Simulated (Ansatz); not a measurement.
CH₅NS₂W (`[CH3][W]([NH2])(=[S])=[S]`). The species carries charge 0 and has multiplicity 1. Correlated methods include outer-core shells of W, which these sets cover unevenly. W: def2 effective core potential.

```xyz
10

C    -0.277   -0.782    1.308
W    -0.129   -0.238   -0.721
N     0.614    1.530   -0.757
S     1.168   -1.672   -1.604
S    -2.117   -0.288   -1.471
H    -0.697   -1.787    1.398
H     0.715   -0.773    1.768
H    -0.929   -0.079    1.834
H     0.057    2.368   -0.845
H     1.595    1.720   -0.908
```

Give the diagnostics of a CCSD(T)/def2-TZVPP run (frozen core, Ansatz). (Best estimate.)

The calculation gave: T1 = 0.0221, largest single amplitude 0.070, largest double 0.064, (T) share of the correlation energy 5.9 %, 12 CCSD cycles. The RHF solution is stable towards an unrestricted one. T1 lies over the customary mark of 0.02 for closed shells; compounds of d metals often pass it without a breakdown.
